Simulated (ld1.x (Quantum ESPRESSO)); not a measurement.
## What one change does to a pseudopotential (Sb, PAW)

antimony, PAW, made with ld1.x (Quantum ESPRESSO) 7.5 (PW91, scalar-relativistic). Core [Kr], reference 4d10 5s1.75 5p3.25. Waves: 5s (bound): rcut 1.55, rcutus 1.95 bohr; 5s channel at -0.2 Ry: rcut 1.55, rcutus 1.95 bohr; 5p (bound): rcut 1.85, rcutus 2.25 bohr; 5p channel at 0.4 Ry: rcut 1.85, rcutus 2.25 bohr; 4d (bound): rcut 1.55, rcutus 1.70 bohr; 4d channel at -2.05 Ry: rcut 1.55, rcutus 1.70 bohr. Local part: all-electron potential smoothed inside 2.20 bohr (lloc = -1). Core correction: a·sin(br)/r model core inside 1.30 bohr. Augmentation charge: PSQ, inside the norm-conserving radii.

All-electron outer shells of the reference configuration (PW91, scalar-relativistic, ld1.x):

```csv
shell,level (eV),outermost node (bohr),outermost maximum (bohr)
4s,-149.23,0.39,0.73
4p,-102.19,0.39,0.76
4d,-33.90,0.38,0.84
5s,-13.11,0.95,1.88
5p,-5.02,1.04,2.32
```

Change: functional LDA (PZ).

Cutoffs: the cutoffs (Ry, on a coarse ladder) from which the occupation-weighted sum of valence levels, in a spherical-Bessel basis at the reference potential, stays within 10 and 1 mRy of its value at 400 Ry; they do not see the model core or the augmentation charge, which bear on the density cutoff. Errors are all-electron minus pseudo energies relative to the spin-unpolarised reference configuration.

Problem. How do hardness, ghosts and transferability respond?

Solution. The potential gets neither clearly harder nor softer (50 Ry and 80 Ry → 50 Ry and 90 Ry); the number of tests with a reliable result goes from 7 to 9; of the 7 tests that both files solve, the error grows in 1 and shrinks in 1 by more than 15 % and 0.3 meV (median size 6.2 → 6.7 meV); neither file shows a bound ghost.

| quantity | base | changed |
| --- | --- | --- |
| cutoff, loose | 50 Ry | 50 Ry |
| cutoff, tight | 80 Ry | 90 Ry |
| bound ghosts | none | none |
| error for 4d10 5s2 5p3, meV [ΔE -2.01 → -2.03 eV] | +0.2 | +0.1 |
| error for 4d10 5s2 5p2, meV [ΔE 6.36 → 6.49 eV] | -1.8 | -2.1 |
| error for 4d10 5s2 5p1, meV [ΔE 22.41 → 22.74 eV] | -6.2 | -6.7 |
| error for 4d10 5s2 5p0, meV [ΔE 46.92 → 47.53 eV] | -15 | -15 |
| error for 4d10 5s1 5p4, meV [ΔE 6.12 → 6.18 eV] | -0.5 | -0.5 |
| error for 4d10 5s1 5p0, meV [ΔE 91.32 → 92.35 eV] | -37 | -37 |
| error for 4d9 5s2 5p4, meV [ΔE 29.10 → 28.97 eV] | -97 | -33 |
| s: phases at 2.46 bohr within 0.05 rad from the reference energy up to (Ry; the scan ends near 5) | 3.7 | 3.7 |
| p: phases at 2.46 bohr within 0.05 rad from the reference energy up to (Ry; the scan ends near 5) | 4.6 | 4.6 |
| d: phases at 2.46 bohr within 0.05 rad from the reference energy up to (Ry; the scan ends near 5) | to the end of the scan | to the end of the scan |
| lowest overlap eigenvalue by channel | s 0.40, p 0.54, d 1.00 | s 0.40, p 0.54, d 1.00 |
